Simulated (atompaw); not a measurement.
**Before and after: PAW (atompaw) potential for magnesium**

| Quantity | Value |
| --- | --- |
| Element | magnesium (Mg) |
| Generator | atompaw 4.2.0.5 |
| Type | PAW |
| Functional | PBEsol |
| Relativity | non-relativistic |
| Frozen core | [Ne] |
| Valence charge | 2 |
| Reference configuration | 3s2 3p0 |
| Partial waves | 3s (bound): rc 3.00 bohr; 3s channel at 1.25 Ry: rc 1.75 bohr; 3p (bound, empty): rc 3.00 bohr; 3p channel at 3.95 Ry: rc 3.00 bohr; 3d channel at -0.05 Ry: rc 3.00 bohr; 3d channel at 2.1 Ry: rc 3.00 bohr |
| Local potential | vpsmatchnc scheme with l = 3 at 0 Ry, radius 2.45 bohr |
| Core correction | smooth core density matched at 2.00 bohr |
| Augmentation charge | besselshape compensation charge, radius 2.55 bohr; PAW radius 3.00 bohr; waves and projectors: custom rrkj vanderbiltortho |

Change: augmentation besselshape compensation charge, radius 2.55 bohr; PAW radius 3.00 bohr; waves and projectors: custom polynom gramschmidtortho.

Cutoffs: the cutoffs (Ry, on a coarse ladder) from which the occupation-weighted sum of valence levels, in a spherical-Bessel basis at the reference potential, stays within 10 and 1 mRy of its value at 400 Ry; they do not see the model core or the augmentation charge, which bear on the density cutoff.

Problem. What does the change do?

Solution. Both files are so soft that the ladder of cutoffs tells neither apart; the range in which the d phases agree widens (upper end 3.3 → at the end of the scan); neither file shows a bound ghost.

```csv
quantity,base,changed
"cutoff, loose",6 Ry,6 Ry
"cutoff, tight",6 Ry,6 Ry
bound ghosts,none,none
s: phases at 3.00 bohr within 0.05 rad from the reference energy up to (Ry; the scan ends near 5),2.4,2.8
p: phases at 3.00 bohr within 0.05 rad from the reference energy up to (Ry; the scan ends near 5),to the end of the scan,to the end of the scan
d: phases at 3.00 bohr within 0.05 rad from the reference energy up to (Ry; the scan ends near 5),3.3,to the end of the scan
lowest overlap eigenvalue by channel,"s 0.53, p 0.72, d 0.92","s 0.21, p 0.94, d 0.96"
```

 The cutoffs see the waves, projectors and local potential, not the compensation charge or the core.
